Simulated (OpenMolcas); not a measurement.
# Mo4+: effect of the level shift or regulariser

* Program: OpenMolcas
* Basis: ANO-RCC-VTZP [7s6p4d2f1g]
* Scalar Hamiltonian: DKH2, point nucleus
* Active space: 2 electrons in 5 orbitals (4d)
* State averaging: 2S+1 = 3 even, 10 roots; 2S+1 = 1 even, 15 roots
* Spin-orbit coupling: state interaction with AMFI integrals over the reference wave functions, term energies averaged over their components

Methods on the same reference wave functions:
A. CASSCF
B. SS-CASPT2, IPEA 0.25 Eh, imaginary shift 0.1 Eh (closed shells correlated: 4s 4p)
C. SS-CASPT2, IPEA 0.25 Eh, real shift 0.2 Eh (closed shells correlated: 4s 4p)
D. SS-CASPT2, IPEA 0.25 Eh, sigma2 regulariser 0.3 Eh (closed shells correlated: 4s 4p)

Energies in cm-1 above 4d2 3F2, the measured ground level; measured values from Sugar and Musgrove, J. Phys. Chem. Ref. Data 17, 155 (1988).

| Level | A | B | C | D | Measured |
| --- | --- | --- | --- | --- | --- |
| 4d2 3F2 | 0.0 | 0.0 | 0.0 | 0.0 | 0.0 |
| 4d2 3F3 | 1486 | 1527 | 1526 | 1526 | 1578 |
| 4d2 3F4 | 3226 | 3260 | 3260 | 3260 | 3357 |
| 4d2 1D2 | 12752 | 10070 | 10100 | 10070 | 10190 |
| 4d2 3P0 | 13828 | 11770 | 11770 | 11770 | 11161 |
| 4d2 3P1 | 14426 | 12400 | 12400 | 12400 | 11807 |
| 4d2 3P2 | 15960 | 13800 | 13810 | 13800 | 13408 |
| 4d2 1G4 | 19289 | 16960 | 16960 | 16960 | 16354 |
| 4d2 1S0 | 45317 | 38080 | 38120 | 38080 | 37738 |

Deviations, from unrounded energies. A percentage is the sum of absolute deviations over the sum of measured energies, with the sign that they share, or ± where signs differ.

| Against measurement | Levels | A | B | C | D |
| --- | --- | --- | --- | --- | --- |
| mean absolute deviation (cm-1) | 8 | 2600 | 350 | 360 | 350 |
| fine structure of the ground term (%) | 2 | -4.5 | -3.0 | -3.1 | -3.1 |
| other terms of the ground configuration (%) | 6 | +20.8 | ±2.6 | ±2.7 | ±2.6 |

B, C, D lie about equally close to measurement and A furthest from it. The largest miss of D in the table is 4d2 3P0, by +610 cm-1. The ranking rests on the paired levels alone, and a cruder setting can come out closer through cancelling errors.

Among B to D the level of the table that moves most is 4d2 1S0, by 42 cm-1 (lowest in D, highest in C). Moves below CASPT2's spread within the term are not significant.

The two smallest mean deviations differ by little beside CASPT2's spread within terms, so their order carries little weight.

From A to B the spin-free energies of the other terms of 4d2 shown, above 3F, scale by factors of 0.74 to 0.86, as is usual when dynamic correlation screens the repulsion within a d or f shell.

The lowest spin-free term lies below A's lowest term by 0.265 hartree in B, 0.265 hartree in C, 0.265 hartree in D.

CASPT2 does not keep the components of a term degenerate, so their means are used; among the terms shown or strongly mixed into the levels shown the widest spread is 610 cm-1 (4d2 1G, D). Without dynamic correlation excited terms often stand tens of per cent too high (terms of higher spin than the ground term too low), and those without a measured partner can miss by more than the paired ones (holds for A). Computed and measured levels are paired by configuration, term and J; levels that our copy of the source lacks, or whose pairing is in doubt (as where it misses far off the trend of its configuration), stay unpaired and out of the deviations. Levels of configurations outside the active space are missing.
